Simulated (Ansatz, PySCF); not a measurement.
Molecule: AlF2, net charge 1, singlet state. 
Coordinates optimised at B3LYP-D3(BJ)/def2-TZVP (Ansatz, a program for electronic structure):
```xyz
3

Al     0.0000     0.0000     0.0000
F      0.0000     0.0000     1.5918
F      0.0000     0.0000    -1.5918
```
Charge +1, spin multiplicity 1.

Total electronic energies in hartree. Correlated levels leave the core frozen unless marked. No spin-orbit coupling. No relativistic terms. Basis-set limits of correlation are two-point, X^-3; Hartree-Fock from the larger set.

```tsv
level	program	energy (Eh)
HF/cc-pVTZ	Ansatz	-440.69667
PBE-D4/def2-TZVPD	Ansatz + dftd4	-441.68153
BP86-D4/def2-TZVPD	PySCF + dftd4	-442.01780
TPSS-D4/def2-TZVPD	PySCF + dftd4	-442.03555
PBE0/def2-TZVPD	Ansatz	-441.69778
BHLYP/def2-TZVPD	Ansatz	-441.93719
r2SCAN0/def2-TZVPD	Ansatz	?
PW6B95-D3(BJ)/def2-TZVPD	PySCF + dftd3	-442.43993
PW6B95/def2-TZVPD	PySCF	-442.43940
HSE06-D4/def2-TZVPD	Ansatz + dftd4	-441.68502
wB97M-V/def2-TZVPD	Ansatz	-441.94898
B2PLYP-D3(BJ)/def2-TZVPD	Ansatz + dftd3	-441.79610
MP2/STO-3G	Ansatz	-435.03840
MP2/6-31G	Ansatz	-440.76856
MP2/cc-pV(D+d)Z	Ansatz	-441.03125
MP2/cc-pwCVTZ	Ansatz	-441.28046
RI-MP2/aug-cc-pV(Q+d)Z	Ansatz	-441.34247
SCS-MP2/STO-3G	Ansatz	-435.03828
CCSD/6-31G	Ansatz	-440.76426
CCSD/cc-pV(D+d)Z	Ansatz	-441.03089
CCSD/cc-pwCVTZ	Ansatz	-441.27472
CCSD/aug-cc-pV(Q+d)Z	Ansatz	-441.33462
CCSD(T)/CBS(aug-cc-pV(T+d)Z,aug-cc-pV(Q+d)Z)	Ansatz	-441.3851
```

Some entries are withheld; supply them.


- r2SCAN0/def2-TZVPD, energy (Eh): -441.86385
